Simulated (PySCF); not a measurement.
Compound: C5H7F2NSi.
Numbering: `[F:1][CH:2]([F:3])[SiH2:4][n:5]1[cH:6][cH:7][cH:8][cH:9]1`

Cartesian coordinates in Å at the GFN2-xTB level; atoms count from 1:
```
atom  x, y, z in Å
F1    -2.5668   -0.5661    1.4675
C2    -2.4373    0.3758    0.4913
F3    -3.6907    0.5658   -0.0083
Si4   -1.2670   -0.2431   -0.9205
N5     0.3550   -0.0832   -0.3141
C6     0.7780   -0.0599    0.9974
C7     2.1349   -0.0288    1.0328
C8     2.5876   -0.0367   -0.3112
C9     1.4839   -0.0744   -1.1004
H10   -2.1514    1.3136    0.9893
H11   -1.6096   -1.6384   -1.1915
H12   -1.4453    0.6682   -2.0480
H13    0.0677   -0.0742    1.7996
H14    2.7522   -0.0007    1.9089
H15    3.6089   -0.0160   -0.6366
H16    1.3920   -0.0932   -2.1676
```

NICS is the negative of the GIAO shielding at a point without a nucleus: at the ring centre (0) and 1 Å above and below it (1); zz is the component along the ring normal. Level: GIAO PBE0/pcSseg-1 (PySCF, non-relativistic, gas phase) on the GFN2-xTB geometry, one conformer.

Ring bond lengths (Å), with Mayer bond orders in brackets: N5–C6 1.378 (1.10), C6–C7 1.358 (1.56), C7–C8 1.418 (1.33), C8–C9 1.357 (1.57), C9–N5 1.376 (1.10).

**Question.** What do the NICS probes read (ppm)?

**Answer.** 
```
          ring                                               type  NICS(0)  NICS(1), two faces  NICS(1)zz, two faces  rms pucker (Å)  centre to ring atoms, mean (Å)
N5–C6–C7–C8–C9  5-membered ring with N; formal bonds all aromatic    -12.9       -10.9 / -11.0         -29.2 / -29.6            0.00                            1.17
```

**Question.** What can be read from them?

**Answer.** 
- N5–C6–C7–C8–C9: mean NICS(1)zz -29.4 ppm, shielded. The ring is flat and has no four-coordinate atom; by the NICS criterion it is aromatic.

**Question.** How equal are the bonds by HOMA? HOMA takes Krygowski's 1993 parameters.

**Answer.** 
- N5–C6–C7–C8–C9: HOMA 0.79; the largest term is that of C8–C9, α(R − Ropt)² = 0.24. The geometric and the magnetic index point the same way.

**Question.** What field does 9.4 T along the ring normal induce along that normal at the first NICS(1) probe listed for ring N5–C6–C7–C8–C9, 1 Å off the ring?

**Answer.** NICSzz × B0 = -29.2 ppm × 9.4 T = -274 μT, against the applied field.

**Question.** List the ring angles and the Hirshfeld charges of the ring atoms.

**Answer.** 
- N5–C6–C7–C8–C9: N5 107.0° (-0.111 e), C6 109.4° (-0.035 e), C7 107.1° (-0.091 e), C8 107.0° (-0.091 e), C9 109.6° (-0.036 e); sum 540.0° against 540° for a flat convex ring.
